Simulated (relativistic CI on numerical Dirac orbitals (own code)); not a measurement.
## Hyperfine structure of Ba²⁹⁺, mass number 137

Method of calculation: Dirac-Coulomb-Breit CI, separate exchange-only KLI orbitals for each configuration, a model potential for QED, unscaled Slater integrals (own radial code, finite nucleus).

CI space (outside the closed core [Ne]): 3s2 3p6 3d9, 3s2 3p5 3d10, 3s 3p6 3d10, 3s2 3p6 3d8 4s, 3s2 3p6 3d8 4p, 3s2 3p6 3d8 4d, 3s2 3p4 3d10 4s, 3s2 3p6 3d8 4f, 3s2 3p5 3d9 4s, 3s2 3p4 3d10 4p, 3s2 3p5 3d9 4p, 3s2 3p6 3d7 4s2, 3s2 3p4 3d10 4d, 3s 3p5 3d10 4s, 3s2 3p6 3d7 4s 4p, 3s 3p5 3d10 4p. Levels of other configurations are missing.

Nuclear spin I = 3/2, μ = 0.9375 μN, Q = 0.236 b (tables of Stone and Pyykkö). The electronic factors are computed for point nuclear moments, without core polarisation or the Bohr-Weisskopf and QED corrections.

```csv
Level,E (eV),A (GHz),B (GHz)
3s2 3p6 3d9 2D_5/2,0.000,8.227,-6.28
3s2 3p6 3d9 2D_3/2,16.380,20.28,-4.8
3s2 3p5 3d10 2P°_3/2,273.686,40.89,-29.4
3s2 3p5 3d10 2P°_1/2,351.593,274.1,
3s 3p6 3d10 2S_1/2,504.014,896.3,
3s2 3p6 3d8 4s 4F_9/2,699.209,39.31,-3.89
3s2 3p6 3d8 4s 2F_7/2,701.298,-22.12,-3.56
3s2 3p6 3d8 4s 2D_3/2,706.796,-46.27,2.08
```

Levels with J = 0, under 50 % of one LS term, or S terms without an open s electron are left out. Small factors come from cancelling terms and can be off by tens of per cent or more.

At this charge energies of transitions that change n are usually good to better than 1 %, and those within a shell (Δn = 0) to a few per cent.

(1) Give the hyperfine levels of 3s2 3p6 3d9 2D_5/2 relative to its centre of gravity.

Results:

(1) With K = F(F + 1) − I(I + 1) − J(J + 1), E = AK/2 + B[¾K(K + 1) − I(I + 1)J(J + 1)]/[2I(2I − 1)J(2J − 1)]: F = 1: -47.59, F = 2: -26.11, F = 3: 1.397, F = 4: 29.28 GHz.

LS names give the leading component of a level, which can be under half, so a name can repeat, a term be missing and a line seem to break the LS rules.
